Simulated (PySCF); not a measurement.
## Be (beryllium, neutral): UHF calculation

Configuration: [He] 2s2, closed-shell 1S. All numbers are calculated (PySCF 2.14, no relativity, point nucleus, in dyall-acv3z (15s9p4d2f, 76 functions)).

```
Total energy                                     : -14.573012 hartree
One-electron energy                              : -19.0621 hartree
Hartree (Coulomb) energy                         : 7.1560 hartree
Exchange energy                                  : -2.6669 hartree
Kinetic energy                                   : 14.57297 hartree
⟨S²⟩                                             : 0.0000
⟨L²⟩                                             : 0.000
Sum of ⟨r⟩                                       : 6.129 bohr
Sum of ⟨r²⟩                                      : 17.32 bohr²
Density at the nucleus (Gaussians lack the cusp) : 35.1 bohr⁻³
Langevin diamagnetic susceptibility              : -13.7 ×10⁻⁶ cm³/mol
```

```json
{"shell": "1s", "electrons": "2", "mean orbital energy (eV)": "-128.78", "rms radius, mean of both spins (bohr)": "0.483"}
{"shell": "2s", "electrons": "2", "mean orbital energy (eV)": "-8.416", "rms radius, mean of both spins (bohr)": "2.90"}
```
